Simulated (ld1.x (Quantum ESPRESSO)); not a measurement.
Plane-wave convergence, PAW potential for Ni (Z = 28)

Ni (Z = 28), PAW, made with ld1.x (Quantum ESPRESSO) 7.5 (LDA (PZ), scalar-relativistic). Core [Ar], reference 3d8 4s0 4p0 (charge +2). Waves: 4s (bound, empty): rcut 1.35, rcutus 1.80 bohr; 4s channel at -0.9 Ry: rcut 1.35, rcutus 1.80 bohr; 4p (bound, empty): rcut 2.05, rcutus 2.25 bohr; 4p channel at 1.15 Ry: rcut 2.05, rcutus 2.25 bohr; 3d (bound): rcut 0.90, rcutus 1.10 bohr; 3d channel at -1.05 Ry: rcut 0.90, rcutus 1.10 bohr. Local part: all-electron potential smoothed inside 1.90 bohr (lloc = -2). Core correction: Bessel-smoothed model core, default radius (core density twice the valence density). Augmentation charge: GAUSS, radius 0.95 bohr.

The pseudo-atom Hamiltonian at the reference potential is diagonalised in spherical Bessel functions j_l(qr) that vanish at 20 bohr, with q² up to the cutoff. All-electron valence levels (Ry): 4s -1.6053, 4p -1.1067, 3d -2.1099.

Question: How do the lowest levels (Ry) of each channel move with the cutoff, and are there ghosts?

Answer:

```csv
cutoff (Ry),s #1,s #2,p #1,p #2,d #1,d #2,f #1,f #2,Σ f·Δε (mRy)
8,-1.5956,-0.5665,-1.1066,-0.4373,-0.6783,-0.3172,-0.2663,-0.1503,11453.6
15,-1.6050,-0.5696,-1.1066,-0.4373,-0.7580,-0.3415,-0.2664,-0.1505,10815.4
30,-1.6053,-0.5696,-1.1067,-0.4373,-1.1553,-0.4297,-0.2664,-0.1505,7637.0
45,-1.6053,-0.5696,-1.1067,-0.4373,-1.7712,-0.4979,-0.2664,-0.1505,2710.2
70,-1.6054,-0.5696,-1.1067,-0.4373,-2.0927,-0.5204,-0.2664,-0.1505,137.8
100,-1.6054,-0.5696,-1.1067,-0.4373,-2.1087,-0.5215,-0.2664,-0.1505,10.2
160,-1.6054,-0.5696,-1.1067,-0.4373,-2.1098,-0.5216,-0.2664,-0.1505,1.0
230,-1.6054,-0.5696,-1.1067,-0.4373,-2.1099,-0.5216,-0.2664,-0.1505,0.2
400,-1.6054,-0.5696,-1.1067,-0.4373,-2.1099,-0.5216,-0.2664,-0.1505,0.0
```

Result: no extra level below or beside the all-electron valence levels (s, p, d, f tested); 10 mRy is reached at 110 Ry and 1 mRy at 180 Ry.

Test run stopped at test 1 of 9 (negative rho).
